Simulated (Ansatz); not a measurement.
C5H10, SMILES `C[C@@H]1C[C@@H]1C` (charge 0, multiplicity 1).

Calculation: Ansatz (a first-principles code) with BLYP/cc-pVTZ // PBE0-D3(BJ)/def2-TZVP.

Ansatz 0.2 input:
```yaml
crystal:
  periodic: [false, false, false]
  atoms:
    - { symbol: C, position_ang: [1.532758, -0.187679, -0.719608] }
    - { symbol: C, position_ang: [0.8166, 0.207087, 0.540723] }
    - { symbol: C, position_ang: [-0.114585, -0.746808, 1.229802] }
    - { symbol: C, position_ang: [-0.659166, 0.488739, 0.575043] }
    - { symbol: C, position_ang: [-1.526108, 0.39611, -0.648471] }
    - { symbol: H, position_ang: [0.93086, -0.858566, -1.335119] }
    - { symbol: H, position_ang: [1.783563, 0.685681, -1.328393] }
    - { symbol: H, position_ang: [2.464792, -0.709576, -0.486562] }
    - { symbol: H, position_ang: [1.409506, 0.830395, 1.203525] }
    - { symbol: H, position_ang: [-0.306337, -1.690625, 0.729982] }
    - { symbol: H, position_ang: [-0.101359, -0.809257, 2.311015] }
    - { symbol: H, position_ang: [-0.950634, 1.28083, 1.258412] }
    - { symbol: H, position_ang: [-1.241683, -0.443935, -1.284593] }
    - { symbol: H, position_ang: [-1.464855, 1.305645, -1.252849] }
    - { symbol: H, position_ang: [-2.573348, 0.251961, -0.369395] }
basis:
  gaussian: { orbitals: cc-pVTZ }
hamiltonian:
  xc: blyp
```

Output:

```
Functional definition: BLYP
1420 factors; their error is unknown
mean field evaluation 1: about -5326.1470 eV, gradient 9.1e1 eV
mean field evaluation 2: about -5283.4237 eV, gradient 1.5e2 eV
mean field evaluation 4: about -5345.8963 eV, gradient 1.2e1 eV
mean field evaluation 8: about -5346.2133 eV, gradient 2.7e-1 eV
mean field evaluation 16: about -5346.1773 eV, gradient 7.3e-5 eV
mean field -5346.17728318 eV, -196.4683913878 hartree, gradient 7.2e-5 eV, S^2 0.000000; 0 other end points of the search recorded, 0 dependent functions left out
reference -5346.17768550 eV, -196.4684061727 hartree; 20, 20 occupied and 270, 270 virtual orbitals, 1420 factors
Total energy: -5346.17768550 eV, -196.4684061727 hartree
```
